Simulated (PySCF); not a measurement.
H₅NO₂Sn, SMILES [OH][SnH]([NH2])[OH].

The structure is a stationary point at B3LYP-D3(BJ)/def2-SVP. The structure was generated by enumeration; whether it is a known compound was not checked. The def2 effective core potentials stand for the cores of Sn; spin–orbit coupling is left out. The values are those of a single conformer.

All values below come from r2SCAN/def2-TZVP in PySCF.

Gas-phase values at a fixed geometry.

Estimate the frontier levels, gap, dipole moment and polarisability. (The exact figures need the calculation; the answer reports its results.)


```json
{
 "highest_occupied_level": "-6.62 eV",
 "lowest_empty_level": "-1.38 eV",
 "orbital_gap": "5.24 eV",
 "dipole_moment": "1.34 D",
 "quadrupole, principal values (traceless, Buckingham form, about the centre of nuclear charge)": "-8.96, 1.02, 7.94 D·Å",
 "mean_static_polarisability": "53.2 bohr³ (7.89 Å³)",
 "polarisability_principal_values": "50.9, 51.7, 57.1 bohr³"
}
```
